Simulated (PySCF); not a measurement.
Compound: (FAlPH)3 ring, Al3F3H3P3.
Bonds: Al1–F2, Al1–P3, Al1–P9, P3–Al4, Al4–F5, Al4–P6, P6–Al7, Al7–F8, Al7–P9. Hydrogens: H10 on P3; H11 on P6; H12 on P9.

A GFN2-xTB structure was refined with PBE0-D3(BJ)/def2-SVP geometry optimisation, gas phase (PySCF). Its GFN2-xTB values:

| coordinate | GFN2-xTB |
| --- | --- |
| Al1–F2 | 1.758 Å |
| Al1–P3 | 2.203 Å |
| P3–H10 | 1.431 Å |
| Al4–P6 | 2.450 Å |
| Al1–P3–Al4 | 80.4° |
| F2–Al1–P3 | 111.1° |
| P3–Al1–P9 | 141.0° |
| P3–Al4–F5 | 118.5° |
| P3–Al4–P6 | 131.3° |
| Al4–P6–Al7 | 81.2° |
| F5–Al4–P6 | 110.2° |
| P6–Al7–F8 | 113.0° |
| Al1–P3–Al4–F5 | 153° |
| P3–Al4–P6–Al7 | 66° |
| Al4–P6–Al7–F8 | 112° |
| P6–Al7–P9–Al1 | 30° |

How do these coordinates change at the PBE0-D3(BJ)/def2-SVP level?

| coordinate | PBE0-D3(BJ)/def2-SVP (Å or °) | change |
| --- | --- | --- |
| Al4–P6 | 2.324 | -0.126 |
| Al1–P3 | 2.314 | +0.111 |
| Al1–F2 | 1.674 | -0.084 |
| P3–H10 | 1.437 | +0.006 |
| P3–Al1–P9 | 133.0 | -8.0 |
| Al4–P6–Al7 | 89.0 | +7.8 |
| P3–Al4–P6 | 123.6 | -7.7 |
| F5–Al4–P6 | 117.0 | +6.8 |
| P6–Al7–F8 | 116.4 | +3.4 |
| Al1–P3–Al4 | 83.4 | +3.0 |
| F2–Al1–P3 | 113.3 | +2.2 |
| P3–Al4–F5 | 119.1 | +0.6 |
| Al4–P6–Al7–F8 | 99 | -13 |
| P6–Al7–P9–Al1 | 21 | -9 |
| P3–Al4–P6–Al7 | 73 | +7 |
| Al1–P3–Al4–F5 | 152 | -1 |

The energy falls by 60.6 kJ/mol over 18 energy and gradient evaluations, the largest force component goes from 0.0442 to 3.6e-04 Eh/bohr, and the atoms move by 0.166 Å rms after alignment. The bond that changes most is Al4–P6 (ends: aluminium bonded to F and 2 P; phosphorus bonded to 2 Al and H), which shortens by 0.126 Å. Bonds longer at the end by more than 0.005 Å: 8 of 12; shorter: 4. Among the dihedrals that turn most is Al4–P6–Al7–F8, from 112° to 99°. Rotational constants go from 683.4, 619.7, 430.5 to 659.4, 611.5, 418.3 MHz.

The run used 165 basis functions and 114 SCF cycles in all.

Whether it is a minimum is left open (no frequencies). One conformer, not necessarily the lowest.
